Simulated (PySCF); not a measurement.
Sn(H)(OH) (H2OSn), SMILES [SnH][OH] (connectivity only; charge and spin as stated), neutral, multiplicity 1.

The structure is a stationary point at B3LYP-D3(BJ)/def2-TZVP. The def2 effective core potentials stand for the cores of Sn; spin–orbit coupling is left out.

Level of theory: M06-2X/def2-TZVPD run with PySCF.

Isolated molecule, no solvent.

```yaml
total_energy: -290.66626 hartree
point_group: Cs
highest_occupied_level: -7.88 eV
lowest_empty_level: -1.76 eV
orbital_gap: 6.12 eV
dipole_moment: 1.54 D
quadrupole, principal values (traceless, Buckingham form, about the centre of nuclear charge): -6.86, 1.57, 5.29 D·Å
mean_static_polarisability: 49.9 bohr³ (7.40 Å³)
polarisability_principal_values: 42.4, 52.0, 55.4 bohr³
```
